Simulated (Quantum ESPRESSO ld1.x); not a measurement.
Species: Hg4+. Configuration: [Xe] 4f14 5d8. Calculated with ld1.x of Quantum ESPRESSO 7.5: Dirac Kohn-Sham, PBE, spin-unpolarised, spherical densities, point nucleus; open shells are shared between the two j in proportion to 2j + 1. Some entries of the table are withheld. Estimate them.

| orbital | occ. | eigenvalue (eV) | r(max) (bohr) |
|---|---|---|---|
| 1s1/2 | 2 | -83099.7 | 0.010 |
| 2s1/2 | 2 | (1) | (2) |
| 2p1/2 | 2 | -14158.5 | 0.044 |
| 2p3/2 | 4 | -12210.4 | 0.051 |
| 3s1/2 | 2 | -3540.64 | 0.167 |
| 3p1/2 | 2 | -3271.42 | 0.155 |
| 3p3/2 | 4 | -2839.89 | 0.171 |
| 3d3/2 | 4 | (3) | 0.134 |
| 3d5/2 | 6 | (4) | 0.137 |
| 4s1/2 | 2 | -818.310 | 0.378 |
| 4p1/2 | 2 | (5) | 0.375 |
| 4p3/2 | 4 | (6) | 0.406 |
| 4d3/2 | 4 | (7) | 0.396 |
| 4d5/2 | 6 | (8) | 0.406 |
| 5s1/2 | 2 | -168.304 | 0.827 |
| 4f5/2 | 6 | -148.990 | 0.366 |
| 4f7/2 | 8 | -144.791 | 0.369 |
| 5p1/2 | 2 | -130.026 | 0.875 |
| 5p3/2 | 4 | -111.341 | 0.947 |
| 5d3/2 | 3.2 | -58.5156 | 1.11 |
| 5d5/2 | 4.8 | -56.2917 | 1.15 |

Answer. 
(1) 2s1/2 eigenvalue (eV): -14757.7
(2) 2s1/2 r(max) (bohr): 0.059
(3) 3d3/2 eigenvalue (eV): -2395.38
(4) 3d5/2 eigenvalue (eV): -2302.93
(5) 4p1/2 eigenvalue (eV): -702.969
(6) 4p3/2 eigenvalue (eV): -598.761
(7) 4d3/2 eigenvalue (eV): -410.580
(8) 4d5/2 eigenvalue (eV): -391.153
